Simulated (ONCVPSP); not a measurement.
**LDA (Perdew-Zunger) ONCV dataset for Cl (Z = 17), scalar-relativistic all-electron reference.**

ONCVPSP 4.0.1 input, shortened (lines: element, Z, core and valence counts, functional; n l f; lmax; l rc ep ncon nbas qcut; lloc lpopt rc5 dvloc0; l nproj debl; icmod fcfact rcfact), LDA (Perdew-Zunger), scalar-relativistic:

```
  Cl 17.00    3    2        3      upf
    1    0    2.00
    2    0    2.00
    2    1    6.00
    3    0    2.00
    3    1    5.00
    1
    0    1.10    0.00    3    7    4.80
    1    1.35    0.00    3    7    5.70
    4    5    0.80    2.00
    0    2    2.50
    1    2    2.40
    3    2.50    1.20
```

All-electron outer shells of the reference configuration (LDA (Perdew-Zunger), scalar-relativistic, ld1.x):

```json
{"shell": "2s", "level (eV)": "-251.73", "outermost node (bohr)": "0.12", "outermost maximum (bohr)": "0.36"}
{"shell": "2p", "level (eV)": "-191.63", "outermost node (bohr)": "–", "outermost maximum (bohr)": "0.30"}
{"shell": "3s", "level (eV)": "-20.69", "outermost node (bohr)": "0.56", "outermost maximum (bohr)": "1.27"}
{"shell": "3p", "level (eV)": "-8.70", "outermost node (bohr)": "0.53", "outermost maximum (bohr)": "1.43"}
```

Task: Does the generator finish with these settings?

Result: Yes, a potential is produced and its reference levels are reproduced.

Task: Estimate the cutoffs (Ha) at which the residual kinetic energy of the hardest occupied pseudo-wave falls to 1 and 0.1 mHa per electron.

Result: 28 Ha and 93 Ha.

Task: Does the potential have ghost states?

Result: No bound ghost flagged; GHOST(+) flagged for s at 142.7 eV.

Task: Which valence shell sets the plane-wave cutoff?

Result: 3s: 28 Ha for 1 mHa per electron, against 8 Ha for 3p.

Task: Tests: 3s2 3p4; 3s2 3p3; 3s2 3p2; 3s2 3p4.5. Which has the largest error in its energy relative to the reference configuration, and how large is it?

Result: 3s2 3p2, with +74 meV (all-electron minus pseudo) on +77.89 eV.
